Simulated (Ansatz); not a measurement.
The inner images of a band of C₂H₈NOSb (13 atoms, charge 0, multiplicity 1) are given out of order.

The calculation used Ansatz 0.2.0, RKS B3LYP-D4/def2-SVP.

Initial state:

```xyz
13
Properties=species:S:1:pos:R:3
C -1.252 -0.487 0.238
C 0.234 -0.385 -0.086
N 0.694 -1.631 -0.658
O 0.482 0.608 -1.067
Sb 0.732 2.540 -0.606
H -1.633 0.468 0.629
H -1.801 -0.747 -0.680
H -1.443 -1.261 1.000
H 0.782 -0.101 0.846
H 1.705 -1.606 -0.787
H 0.477 -2.415 -0.043
H 1.704 2.259 0.809
H -0.659 2.724 0.420
```

Final state:

```xyz
13
Properties=species:S:1:pos:R:3
C -1.230 -0.496 0.348
C 0.266 -0.435 0.065
N 0.760 -1.734 -0.288
O 0.540 0.494 -0.993
Sb 0.739 2.469 -0.698
H -1.618 0.491 0.640
H -1.766 -0.816 -0.561
H -1.444 -1.211 1.156
H 0.803 -0.109 0.979
H 1.752 -1.673 -0.517
H 0.287 -2.062 -1.132
H 1.637 2.327 0.784
H -0.707 2.720 0.233
```

Q: Put them in order from the first end to the last, with their energies above the first end.
A.
```xyz
13
Properties=species:S:1:pos:R:3
C -1.202 -0.498 0.286
C 0.279 -0.372 -0.062
N 0.794 -1.602 -0.533
O 0.448 0.635 -1.079
Sb 0.669 2.575 -0.646
H -1.618 0.470 0.601
H -1.756 -0.831 -0.607
H -1.358 -1.225 1.098
H 0.842 -0.039 0.836
H 1.755 -1.845 -0.342
H 0.165 -2.373 -0.706
H 1.692 2.327 0.741
H -0.690 2.743 0.429
```
B.
```xyz
13
Properties=species:S:1:pos:R:3
C -1.220 -0.492 0.304
C 0.270 -0.391 0.008
N 0.777 -1.692 -0.273
O 0.492 0.552 -1.061
Sb 0.679 2.519 -0.675
H -1.638 0.480 0.600
H -1.749 -0.827 -0.604
H -1.399 -1.218 1.110
H 0.813 -0.015 0.899
H 1.767 -1.738 -0.494
H 0.221 -2.243 -0.922
H 1.692 2.321 0.727
H -0.683 2.707 0.396
```
C.
```xyz
13
Properties=species:S:1:pos:R:3
C -1.236 -0.498 0.322
C 0.261 -0.413 0.051
N 0.776 -1.713 -0.255
O 0.515 0.510 -1.020
Sb 0.704 2.483 -0.693
H -1.645 0.482 0.607
H -1.753 -0.827 -0.595
H -1.444 -1.218 1.127
H 0.788 -0.050 0.958
H 1.758 -1.662 -0.522
H 0.267 -2.132 -1.035
H 1.705 2.319 0.721
H -0.675 2.684 0.348
```
D.
```xyz
13
Properties=species:S:1:pos:R:3
C -1.214 -0.497 0.255
C 0.265 -0.372 -0.097
N 0.743 -1.605 -0.663
O 0.470 0.640 -1.080
Sb 0.686 2.575 -0.614
H -1.616 0.468 0.597
H -1.774 -0.813 -0.639
H -1.372 -1.234 1.059
H 0.827 -0.078 0.821
H 1.744 -1.736 -0.537
H 0.250 -2.422 -0.315
H 1.694 2.311 0.780
H -0.684 2.727 0.447
```
E.
```xyz
13
Properties=species:S:1:pos:R:3
C -1.210 -0.492 0.294
C 0.275 -0.378 -0.031
N 0.779 -1.648 -0.378
O 0.465 0.601 -1.079
Sb 0.673 2.553 -0.660
H -1.628 0.477 0.599
H -1.754 -0.827 -0.605
H -1.373 -1.219 1.103
H 0.831 -0.019 0.859
H 1.774 -1.809 -0.421
H 0.181 -2.331 -0.818
H 1.693 2.325 0.733
H -0.685 2.732 0.418
```

A: D (+1.8 kJ/mol), A (+5.0 kJ/mol), E (-1.3 kJ/mol), B (-13.7 kJ/mol), C (-19.6 kJ/mol).

The run took 5.1 min on 2 threads of Intel(R) Xeon(R) 6975P-C (Granite Rapids), with other jobs on the host, peak memory 0.35 GiB.
